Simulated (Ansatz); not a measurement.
One change: `C=C(N)BF` becomes `C=[C](N)[GaH][CH3]`.

Ansatz, PBE0-D4/def2-TZVP geometries, multiplicity 1. Each molecule was computed in one conformer, which needn't be the lowest.

Scalar relativity is left out up to krypton.

| property | `C=C(N)BF` |
| --- | --- |
| HOMO–LUMO gap (PBE/def2-TZVPP) / eV | 3.07 |
| HOMO–LUMO gap (PBE0/def2-TZVPP) / eV | 5.11 |
| size of the dipole moment (B3LYP/def2-TZVPP) / D | 1.69 |
| LUMO energy (B3LYP/def2-TZVPP) / eV | -1.50 |
| HOMO energy (B3LYP/def2-TZVPP) / eV | -6.18 |
| LUMO energy (PBE0/def2-TZVPP) / eV | -1.28 |

(1) Give the same properties after the change, and the shifts. (An estimate is asked.)

Results:

(1) Ansatz gave: 
```csv
property,`C=[C](N)[GaH][CH3]`,shift
HOMO–LUMO gap (PBE/def2-TZVPP) / eV,2.85,-0.22
HOMO–LUMO gap (PBE0/def2-TZVPP) / eV,4.74,-0.37
size of the dipole moment (B3LYP/def2-TZVPP) / D,0.92,-0.77
LUMO energy (B3LYP/def2-TZVPP) / eV,-1.50,0.00
HOMO energy (B3LYP/def2-TZVPP) / eV,-5.77,0.41
LUMO energy (PBE0/def2-TZVPP) / eV,-1.23,0.05
```

With PBE0 the HOMO rises by 0.42 eV and the LUMO rises by 0.05 eV, so the gap narrows by about 0.37 eV. PBE moves the HOMO by 0.40 eV and ωB97M-V by 0.40 eV. Dipoles are sizes alone; their direction can turn.

B3LYP here is the variant with VWN-RPA as its local correlation; programs differ in this.
